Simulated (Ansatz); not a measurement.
Born–Oppenheimer molecular dynamics of FH7N2OSi2 (13 atoms, charge 0, multiplicity 1). It goes on from the last frame of an earlier run, with new velocities.

Level of theory: RKS B3LYP-D4/6-31G in Ansatz.

```yaml
ensemble: NVT, Nosé–Hoover chain
time_step: 0.5 fs
steps_asked: 166
set_temperature: 400 K
thermostat: time constant 100 fs, chain length 3 (defaults)
seed: 451377
```

First frame:

```xyz
13
Properties=species:S:1:pos:R:3
Si -0.117 -0.322 -0.105
O -0.674 -0.815 1.368
Si -1.154 0.135 2.788
H -0.847 -0.851 3.965
H -0.325 1.575 2.724
H -2.641 0.404 2.700
N 1.581 -0.259 -0.153
H 2.038 -1.171 -0.109
H 2.111 0.538 -0.245
F -0.759 1.263 -0.212
N -0.522 -1.470 -1.383
H -1.081 -2.374 -1.261
H -0.275 -1.320 -2.299
```

(1) How far do the bonds stretch over the last three quarters of this one trajectory? (Pairs bonded in most of those frames.)

Results:

(1) 
```json
{"bond": "Si1–O2", "mean (Å)": "1.695", "spread (Å)": "0.048", "shortest": "1.60", "longest": "1.77"}
{"bond": "Si1–N7", "mean (Å)": "1.741", "spread (Å)": "0.012", "shortest": "1.72", "longest": "1.77"}
{"bond": "Si1–F10", "mean (Å)": "1.714", "spread (Å)": "0.046", "shortest": "1.64", "longest": "1.79"}
{"bond": "Si1–N11", "mean (Å)": "1.733", "spread (Å)": "0.039", "shortest": "1.67", "longest": "1.79"}
{"bond": "O2–Si3", "mean (Å)": "1.733", "spread (Å)": "0.053", "shortest": "1.65", "longest": "1.83"}
{"bond": "Si3–H4", "mean (Å)": "1.505", "spread (Å)": "0.047", "shortest": "1.43", "longest": "1.58"}
{"bond": "Si3–H5", "mean (Å)": "1.532", "spread (Å)": "0.097", "shortest": "1.38", "longest": "1.67"}
{"bond": "Si3–H6", "mean (Å)": "1.503", "spread (Å)": "0.009", "shortest": "1.49", "longest": "1.52"}
{"bond": "N7–H8", "mean (Å)": "1.011", "spread (Å)": "0.023", "shortest": "0.97", "longest": "1.06"}
{"bond": "N7–H9", "mean (Å)": "1.014", "spread (Å)": "0.025", "shortest": "0.97", "longest": "1.06"}
{"bond": "N11–H12", "mean (Å)": "1.018", "spread (Å)": "0.050", "shortest": "0.94", "longest": "1.09"}
{"bond": "N11–H13", "mean (Å)": "1.014", "spread (Å)": "0.043", "shortest": "0.95", "longest": "1.08"}
```

Mean temperature of the second half: 485 K. The conserved energy stayed within 0.51 meV per atom of its start (net change -0.34 meV per atom), so the integration is sound. The mean temperature of the second half is 21 % above the set value. A run of 0.083 ps of so small a system gives no equilibrium averages. Limits of this set-up: no polarisation functions.

Time of the run: 6.8 min on 1 thread of AMD EPYC 9R45 96-Core Processor (Zen 5), on a shared host, peak memory 0.2 GiB.
